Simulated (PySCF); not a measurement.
A survey of ¹⁵N NMR shifts

PySCF calculation with shielding tensors at PBE0/pcSseg-1 (GIAO) and geometry: GFN2-xTB; a single conformation, no relativistic terms, equivalent nuclei averaged, gas phase.

Shieldings were converted by a linear fit to measured shifts: ¹⁵N (scatter 6.3 ppm rms vs CH3NO2, solution or neat liquid). A few per cent of atoms miss by over 2 rms, more outside the fitted compound classes.

Q: Give the ¹⁵N shifts of `N#C[C@@H]1[C@@H]2C[SiH2][C@H]1CO2`, `N#CC#C[SiH2]C[SiH3]`, `[SiH3]CN[Si@@H]1C[SiH2][Si@H]1P`, `C=C1C[C@]1(CC#N)O[SiH3]`.

A: 
```json
{"compound": "N#C[C@@H]1[C@@H]2C[SiH2][C@H]1CO2", "environment": "nitrile nitrogen", "δ (ppm)": "-110.5"}
{"compound": "N#CC#C[SiH2]C[SiH3]", "environment": "nitrile nitrogen", "δ (ppm)": "-110.7"}
{"compound": "[SiH3]CN[Si@@H]1C[SiH2][Si@H]1P", "environment": "nitrogen bonded to C, Si, H", "δ (ppm)": "-371.7"}
{"compound": "C=C1C[C@]1(CC#N)O[SiH3]", "environment": "nitrile nitrogen", "δ (ppm)": "-114.6"}
```

Q: Order these by ¹⁵N shift, lowest first.
A. C#C[C@@H](/C=C/[SiH3])NC=O
B. C[C@@H]1[SiH2]OCC=C1C#N
C. CO[Si@@](N)(O)C(=O)O
D. C#CC(=C)[SiH2]NC(C)=O
E. N#C/C=C/C(=O)CC[SiH3]

A: C (-372.3 ppm, nitrogen bonded to Si, 2 H), D (-281.9 ppm, amide-type nitrogen), A (-253.9 ppm, amide-type nitrogen), B (-109.3 ppm, nitrile nitrogen), E (-83.1 ppm, nitrile nitrogen).
